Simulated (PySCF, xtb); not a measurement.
C2H6N, charge -1, multiplicity 1. Atoms are numbered in the order given.

```xyz
9

C     -1.2039     0.2644     0.0423
C      0.1554    -0.4498    -0.2523
N      1.3317     0.2401     0.1294
H     -2.0874    -0.3090    -0.3491
H     -1.1943     1.2795    -0.4097
H     -1.3310     0.3927     1.1394
H      0.0087    -1.5077     0.1780
H      0.1680    -0.6172    -1.3653
H      1.4047     0.1939     1.1610
```
Charge -1, spin multiplicity 1.

The structure is a stationary point at PBE-D3(BJ)/def2-SVPD. The spin state was assumed, not searched. The isomer is the one that the SMILES or the coordinates give; other isomers of the formula were not compared. One conformer was computed; it need not be the lowest.

Computed with C-PCM-M06-2X/def2-SVPD (PySCF).

The values are the electrostatic part of the solvation free energy, E(continuum) − E(gas) at the gas-phase geometry, in a cavity of scaled van der Waals radii (PySCF's table); cavitation and dispersion terms are not included. In vacuum the orbital gap is 5.31 eV.

```json
[
 {"solvent": "water", "ε": "78.36", "ΔG(elec) (kcal/mol)": "-71.5", "gap (eV)": "7.04"},
 {"solvent": "cyclohexanone", "ε": "15.62", "ΔG(elec) (kcal/mol)": "-67.5", "gap (eV)": "6.94"},
 {"solvent": "toluene", "ε": "2.37", "ΔG(elec) (kcal/mol)": "-40.7", "gap (eV)": "6.25"}
]
```

For comparison, GFN2-xTB/ALPB(water) (xtb, at the GFN2-xTB geometry, all terms of that model) gives -70.2 kcal/mol.
